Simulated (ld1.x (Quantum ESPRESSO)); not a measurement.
# Ho (Z = 67): variants of one RRKJ potential

Base potential:

```
Element                 : holmium
Generator               : ld1.x (Quantum ESPRESSO) 7.5
Type                    : norm-conserving RRKJ (Kleinman–Bylander form)
Functional              : PBEsol
Relativity              : scalar-relativistic
Frozen core             : [Kr] 4d10
Valence charge          : 21
Reference configuration : 4f11 5s2 5p6 5d0 6s1.5 6p0 (charge +0.5)
Partial waves           : 5s (bound): rc 2.10 bohr; 5d (bound, empty): rc 3.10 bohr; 4f (bound): rc 0.90 bohr; 5p (bound): rc 1.45 bohr
Local potential         : the p channel
Core correction         : none
rho0                    : 0.02
```

Occupied shells without a wave of their own: 6s. They enter only through the test configuration that unscreens the potential.

All-electron outer shells of the reference configuration (PBEsol, scalar-relativistic, ld1.x):

```csv
shell,level (eV),outermost node (bohr),outermost maximum (bohr)
4p,-305.77,0.27,0.51
4d,-162.13,0.25,0.53
5s,-53.56,0.61,1.13
5p,-29.03,0.66,1.29
6s,-6.30,1.54,3.30
4f,-6.29,–,0.53
5d,-3.78,0.75,2.06
6p,-3.19,1.88,4.41
```

Cutoffs, loose and tight: the cutoffs (Ry, on a coarse ladder) from which the occupation-weighted sum of valence levels, in a spherical-Bessel basis at the reference potential, stays within 10 and 1 mRy of its value at 400 Ry. They do not see the model core or the augmentation charge, which bear on the density cutoff. Test errors are all-electron minus pseudo excitation energies from the reference, over the configurations 4f11 5s2 5p6 5d0 6s2 6p0; 4f11 5s2 5p6 5d0 6s1 6p0; 4f11 5s2 5p6 5d0 6s0 6p0; 4f10 5s2 5p6 5d1 6s2 6p0; 4f10 5s2 5p6 5d0 6s0 6p0; 4f11 5s2 5p6 5d0 6s0 6p2; 4f11 5s1 5p6 5d0 6s2 6p0. A dash means not determined; rows that change the core or the reference have their own tests. The largest error is taken over the tests solved by every variant that gives reliable tests at all: 4f10 5s2 5p6 5d0 6s0 6p0; 4f10 5s2 5p6 5d1 6s2 6p0; 4f11 5s1 5p6 5d0 6s2 6p0; 4f11 5s2 5p6 5d0 6s0 6p0; 4f11 5s2 5p6 5d0 6s1 6p0.

Cutoffs are not given where the Bessel-basis levels miss the radial ones by over 6 mRy, ghosts where they miss by over 20 mRy; a channel whose overlap is not positive is not tested.

```csv
change,outcome,"cutoff, loose","cutoff, tight",bound ghosts,largest test error (meV)
base,generated,over 300 Ry,over 300 Ry,none,-714
wave 4f (bound): rc 0.90 bohr becomes 4f (bound): rc 0.56 bohr,generated,–,–,not determined,-755
wave 4f (bound): rc 0.90 bohr becomes 4f (bound): rc 0.76 bohr,generated,over 300 Ry,over 300 Ry,none,-740
wave 4f (bound): rc 0.90 bohr becomes 4f (bound): rc 1.04 bohr,generated,260 Ry,over 300 Ry,none,"no test is counted, since the test run did not reproduce the reference configuration"
wave 4f (bound): rc 0.90 bohr becomes 4f (bound): rc 1.16 bohr,generated,230 Ry,over 300 Ry,none,"no test is counted, since the test run did not reproduce the reference configuration"
wave 4f (bound): rc 0.90 bohr becomes 4f (bound): rc 1.26 bohr,generated,200 Ry,300 Ry,none,"no test is counted, since the test run did not reproduce the reference configuration"
wave 4f (bound): rc 0.90 bohr becomes 4f (bound): rc 1.34 bohr,generated,160 Ry,230 Ry,none,"no test is counted, since the test run did not reproduce the reference configuration"
```

What comes out with this change to the base: wave 4f (bound): rc 0.90 bohr becomes 4f (bound): rc 0.66 bohr?

outcome: generated; bound ghosts: none; largest test error (meV): -749.

What comes out with this change to the base: wave 4f (bound): rc 0.90 bohr becomes 4f (bound): rc 0.94 bohr?

outcome: generated; cutoff, loose: 300 Ry; cutoff, tight: over 300 Ry; bound ghosts: none; largest test error (meV): -703.

Reading the sweep of the f radius (base included, trends over the rows without a ghost): The loose cutoff falls from 300 Ry at 0.94 to 160 Ry at 1.34 bohr. A larger radius leaves more room for a smooth pseudo-wave, so fewer plane waves are needed; a smaller one forces it to follow the all-electron wave where it bends sharply.
